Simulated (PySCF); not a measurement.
Correlation energy of Li⁻ (lithium, charge -1)

[He] 2s2, closed-shell 1S. All numbers are calculated (PySCF 2.14, the non-relativistic Hamiltonian (point nucleus), in def2-QZVPPD (6s4p2d1f, 35 functions)). Frozen: nothing; 4 electrons correlated.

MP2 pair energies summed by pair of shells (mhartree):

```
 pair  energy  share (%)
1s-1s  -29.23       60.4
2s-2s  -17.59       36.4
1s-2s   -1.54        3.2
```

Total MP2 correlation energy: -48.35 mhartree.

Same-spin part -0.37 and opposite-spin part -47.98 mhartree; SCS-MP2 scales them by 1/3 and 6/5 to -57.70 mhartree.

MP2 falls well short for the outer s pair, which is nearly degenerate with np².

This basis was not built for core-valence correlation, so the inner-shell part is incomplete.
